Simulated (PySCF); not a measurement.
Computed IR spectrum (relative IR intensity) of a molecule C3H5BFN. Geometry optimised at B3LYP-D3(BJ)/def2-SVP. One conformer was computed; it need not be the lowest. Method: B3LYP-D3(BJ)/def2-SVP in PySCF 2.14.0. No scaling factor is applied to the harmonic values.

ν (cm⁻¹): 124 (vw), 414 (vw), 508 (s), 590 (vw), 646 (w), 768 (w), 834 (vw), 853 (w), 991 (m), 1009 (vw), 1027 (w), 1087 (m), 1110 (w), 1347 (m), 1468 (s), 1578 (w), 1612 (vs), 3044 (m), 3125 (w), 3196 (w), 3590 (m), 3688 (m) (against the strongest line: vs over 80 %, s over 45 %, m over 15 %, w over 4 %, vw less)

Task: Identify the compound among the candidates.
A) FB1C=NCC1
B) FCB1C=NC1
C) CC#CB(N)F
D) NB1C=C[C@@H]1F

Result: D, NB1C=C[C@@H]1F
